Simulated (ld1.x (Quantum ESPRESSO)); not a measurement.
# Building the PAW potential for ruthenium (Ru) (revPBE, scalar-relativistic).

* Element: ruthenium
* Generator: ld1.x (Quantum ESPRESSO) 7.5
* Type: PAW
* Functional: revPBE
* Relativity: scalar-relativistic
* Frozen core: [Kr]
* Valence charge: 8
* Reference configuration: 4d7 5s1 5p0
* Partial waves: 5s (bound): rcut 1.80, rcutus 2.50 bohr; 5s channel at 0.1 Ry: rcut 1.80, rcutus 2.50 bohr; 5p (bound, empty): rcut 2.95, rcutus 3.60 bohr; 5p channel at 4.5 Ry: rcut 2.95, rcutus 3.60 bohr; 4d (bound): rcut 1.95, rcutus 2.10 bohr; 4d channel at 3.45 Ry: rcut 1.95, rcutus 2.10 bohr; 4f channel at 0.2 Ry: rcut 3.05, rcutus 4.10 bohr; 4f channel at 1.65 Ry: rcut 3.05, rcutus 4.10 bohr
* Local potential: all-electron potential smoothed inside 3.78 bohr (lloc = -1)
* Core correction: a·sin(br)/r model core, default radius (core density twice the valence density)
* Augmentation charge: PSQ, radius 1.70 bohr

(1) Estimate the cutoffs (Ry, on a coarse ladder) from which the occupation-weighted sum of valence levels, in a spherical-Bessel basis at the reference potential, stays within 10 and 1 mRy of its value at 400 Ry.

(2) Does the potential have ghost states?

(3) Is the overlap operator S = 1 + Σ q|β⟩⟨β| positive definite (Bessel basis up to 400 Ry)?

(4) Which valence shell sets the plane-wave cutoff?

## Answers

(1) 25 Ry and 40 Ry.

(2) No extra level below or beside the all-electron valence levels (s, p, d, f tested).

(3) Yes: its lowest eigenvalue is 0.25 (p channel).

(4) 4d: its level needs 25 Ry to come within 1 mRy, against 6 Ry for 5s.

Test run stopped at test 1 of 7 (negative rho).
